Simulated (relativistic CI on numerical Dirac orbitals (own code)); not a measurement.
**Line list: Electric-dipole lines, Tl4+**

Method of calculation: Dirac-Coulomb-Breit CI, KLI orbitals optimised for each configuration, model QED (radiative potential, 1s self-energy scaled to tabulated hydrogen-like ionisation energies), valence Slater integrals scaled by 0.85, P86 correlation estimate, and configurations built on the next ion tied to the tabulated ionisation energy (semi-empirical) (own radial code, finite nucleus).

Configurations in the expansion (outside the closed core [Kr] 4d10 4f14 5s2): 5p6.5d9, 5p6.5d8.6s, 5p6.5d8.6p, 5p6.5d8.6d, 5p6.5d8.7s, 5p6.5d8.5f, 5p6.5d8.6f, 5p6.5d7.6s2, 5p6.5d8.5g, 5p6.5d7.5f2, 5p5.5d10, 5p6.5d7.6s.6p, 5p6.5d8.7p, 5p6.5d8.7d, 5p6.5d7.5g2, 5p6.5d7.6p2, 5p6.5d8.7f, 5p6.5d7.6s.6d, 5p6.5d7.5f.6s, 5p5.5d9.5f, 5p6.5d7.6p.6d, 5p6.5d7.5g.6s, 5p5.5d9.5g, 5p6.5d7.5f.5g. Levels of other configurations are missing.

| λ vac (Å) | Lower | Upper | A (s⁻¹) | E lower (cm⁻¹) | E upper (cm⁻¹) |
| --- | --- | --- | --- | --- | --- |
| 395.57 | 5p6.5d8.6s 4F_9/2 [3] | 5p6.5d8.7p 4G°_11/2 [229] | 4.66e+09 | 78758 | 331556 |
| 502.28 | 5p6.5d9 2D_5/2 [1] | 5p6.5d8.6p 2P°_3/2 [39] | 6.51e+09 | 0 | 199094 |
| 506.95 | 5p6.5d9 2D_5/2 [1] | 5p6.5d8.6p 2F°_7/2 [37] | 3.12e+09 | 0 | 197259 |
| 511.64 | 5p6.5d9 2D_3/2 [2] | 5p6.5d8.6p 2D°_3/2 [50] | 7.25e+09 | 18076 | 213526 |
| 515.08 | 5p6.5d9 2D_5/2 [1] | 5p6.5d8.6p 2D°_5/2 [36] | 4.82e+09 | 0 | 194146 |
| 798.48 | 5p6.5d8.6p 2F°_5/2 [22] | 5p6.5d8.6d 2G_7/2 [94] | 4.97e+09 | 169224 | 294463 |
| 802.56 | 5p6.5d8.6p 4D°_7/2 [19] | 5p6.5d8.6d 4D_7/2 [80] | 3.99e+09 | 159594 | 284194 |
| 803.66 | 5p6.5d8.6p 4G°_7/2 [24] | 5p6.5d8.6d 4H_9/2 [106] | 5.45e+09 | 177883 | 302313 |
| 806.62 | 5p6.5d8.6p 4D°_7/2 [19] | 5p6.5d8.6d 4P_5/2 [79] | 6.26e+09 | 159594 | 283568 |
| 811.76 | 5p6.5d8.6p 2H°_9/2 [34] | 5p6.5d8.6d 2I_11/2 [159] | 6.52e+09 | 193480 | 316670 |
| 813.00 | 5p6.5d8.6p 2G°_9/2 [20] | 5p6.5d8.6d 2H_11/2 [81] | 6.01e+09 | 162131 | 285132 |
| 927.42 | 5p6.5d8.6s 2G_9/2 [13] | 5p6.5d8.6p 2G°_9/2 [57] | 2.14e+09 | 114885 | 222711 |
| 934.74 | 5p6.5d8.6s 4F_9/2 [3] | 5p6.5d8.6p 4F°_9/2 [28] | 1.81e+09 | 78758 | 185739 |
| 951.52 | 5p6.5d8.6s 2G_7/2 [14] | 5p6.5d8.6p 2G°_7/2 [56] | 2.34e+09 | 115748 | 220843 |
| 956.50 | 5p6.5d8.6p 2H°_11/2 [51] | 5p6.5d8.6d 2I_13/2 [167] | 5.53e+09 | 214794 | 319342 |
| 956.68 | 5p6.5d8.6p 4G°_11/2 [26] | 5p6.5d8.6d 4H_13/2 [83] | 5.46e+09 | 182690 | 287219 |
| 958.84 | 5p6.5d8.6s 4F_7/2 [4] | 5p6.5d8.6p 2D°_5/2 [32] | 1.65e+09 | 85227 | 189519 |
| 960.77 | 5p6.5d8.6p 4G°_9/2 [41] | 5p6.5d8.6d 4H_11/2 [110] | 5.39e+09 | 200721 | 304804 |
| 962.16 | 5p6.5d8.6s 4F_9/2 [3] | 5p6.5d8.6p 4G°_11/2 [26] | 2.77e+09 | 78758 | 182690 |
| 962.95 | 5p6.5d8.6p 2F°_7/2 [35] | 5p6.5d8.6d 2G_9/2 [99] | 3.91e+09 | 193821 | 297668 |
| 963.27 | 5p6.5d8.6s 2D_5/2 [5] | 5p6.5d8.6p 2F°_7/2 [35] | 1.78e+09 | 90007 | 193821 |
| 965.48 | 5p6.5d8.6p 4D°_7/2 [47] | 5p6.5d8.6d 4F_9/2 [151] | 5.14e+09 | 209980 | 313556 |
| 974.15 | 5p6.5d8.6p 4F°_9/2 [28] | 5p6.5d8.6d 4G_11/2 [86] | 3.68e+09 | 185739 | 288392 |
| 982.09 | 5p6.5d8.6s 2F_5/2 [11] | 5p6.5d8.6p 4D°_7/2 [47] | 2.09e+09 | 108157 | 209980 |
| 986.48 | 5p6.5d8.6s 4F_7/2 [4] | 5p6.5d8.6p 2F°_7/2 [30] | 1.53e+09 | 85227 | 186597 |
| 989.49 | 5p6.5d8.6s 2F_7/2 [8] | 5p6.5d8.6p 4G°_9/2 [41] | 2.30e+09 | 99659 | 200721 |
| 1000.9 | 5p6.5d8.6s 2G_9/2 [13] | 5p6.5d8.6p 2H°_11/2 [51] | 2.49e+09 | 114885 | 214794 |
| 1199.4 | 5p6.5d8.6s 4F_9/2 [3] | 5p6.5d8.6p 2G°_9/2 [20] | 5.66e+08 | 78758 | 162131 |
| 1237.1 | 5p6.5d8.6s 4F_9/2 [3] | 5p6.5d8.6p 4D°_7/2 [19] | 1.16e+09 | 78758 | 159594 |
| 1300.3 | 5p6.5d8.6s 4F_7/2 [4] | 5p6.5d8.6p 2G°_9/2 [20] | 6.33e+08 | 85227 | 162131 |

Terms are leading LS components. Brackets give the number of a level in order of energy, since labels repeat. The list gives strong lines, with weight on those to low levels, without configurations that were not tied to measured data, without lines whose two gauges differ by over a factor of 2.5, among the lowest 300 of 9041 levels, so that lines to higher ones, which can be the strongest, are missing. Levels whose partners in the same complex of configurations lie outside the list can be far off, and so can their lines. Rates are taken at the computed energies, electric ones in the length gauge.

Configurations that consist of the next ion and one excited electron were tied to the tabulated ionisation energy; Rydberg ones are usually within 1,000 to 3,000 cm⁻¹ and the lowest ones within about 6,000 (9,000 in d shells), while levels on excited terms of the next ion carry the error of that term, and the other configurations can be misplaced by 10,000 cm⁻¹ or more. Rates follow the energies as ν³ (E1, M1) or ν⁵ (E2), so rates, branching and lifetimes can be off by large factors. Levels and lines within the n = 5 or 6 shells can be off by up to 10 % or somewhat more, and those that change n by about 2 %, since core polarisation is missing.

LS names give the leading component of a level, which can be under half, so a name can repeat, a term be missing and a line seem to break the LS rules.
